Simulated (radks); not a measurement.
Results of a calculation; reference values are marked as such.
All-electron atom: Nb+ in [Kr] 4d4. Code: a radial shooting solver on a logarithmic mesh with Libxc functionals. Model: scalar-relativistic Kohn-Sham, PBE, spin-unpolarised, spherical densities, point nucleus.

Normalised radial functions P(r) = r R(r), r in bohr:

```
   r/bohr * 3p, o 4s, + 4d (the largest magnitude, 1.63, reaches the edge; | marks zero, & curves that meet)
 0.001623                             &o
  0.00213                             &o
 0.002819                             &o
   0.0037                             & o
 0.004895                             & o
 0.006425                             +*o
 0.008502                             +* o
  0.01125                             +* o
  0.01476                             + * o
  0.01954                             +   &
  0.02564                             +  o *
  0.03393                             + o     *
  0.04453                             &         *
  0.05892                           o |+           *
  0.07796                        o    |+             *
   0.1023                       o     | +           *
   0.1354                        o    |  +    *
   0.1777                           *o|   +
   0.2352               *             |    &
   0.3087     *                       |    +   o
   0.4084  *                          |   +   o
   0.5404       *                    o+
   0.7093                * o      +   |
   0.9385            o       +   *    |
    1.232             o    +         *|
     1.63                 + o         *
    2.139                   +    o    *
    2.831                     +      o*
    3.745                        +    &
    4.916                           + &
    6.505                            +&
```

3p: eigenvalue -353.19 eV, 1 radial node at r = 0.171 bohr, <r> = 0.446 bohr, 90 % of the charge inside 0.674 bohr. 4s: eigenvalue -64.808 eV, 3 radial nodes at r = 0.0458, 0.185, 0.531 bohr, <r> = 1.16 bohr, 90 % of the charge inside 1.69 bohr. 4d: eigenvalue -9.309 eV, 1 radial node at r = 0.553 bohr, <r> = 2.06 bohr, 90 % of the charge inside 3.36 bohr.
